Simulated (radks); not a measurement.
Isoelectronic series with 3 electrons, all held in the configuration [He] 2s1, which need not be the ground one along the series. All-electron calculation, non-relativistic Kohn-Sham, LDA (Slater exchange, Perdew-Wang correlation), spin-polarised, spherical densities, point nucleus; open shells are filled with parallel spins first. Program: a radial shooting solver on a logarithmic mesh with Libxc functionals. Total energies (hartree) and orbital eigenvalues (eV):

| ion | E (hartree) | 2s up | 1s down | 1s up |
|---|---|---|---|---|
| Li | -7.34328 | -3.1646 | -50.8000 | -51.0102 |
| B2+ | -23.13503 | -32.3596 | -208.4762 | -209.2716 |
| N4+ | -47.92117 | -88.9695 | -475.1951 | -476.6021 |
| F6+ | -81.70279 | -172.8119 | -850.7479 | -852.7762 |
| Al10+ | -176.25784 | -422.1264 | -1928.326 | -1931.611 |
| P12+ | -237.03274 | -587.5942 | -2630.359 | -2634.276 |
| Cl14+ | -306.80642 | -780.2691 | -3441.224 | -3445.776 |
| K16+ | -385.57916 | -1000.152 | -4360.925 | -4366.113 |
| Sc18+ | -473.35112 | -1247.243 | -5389.463 | -5395.288 |
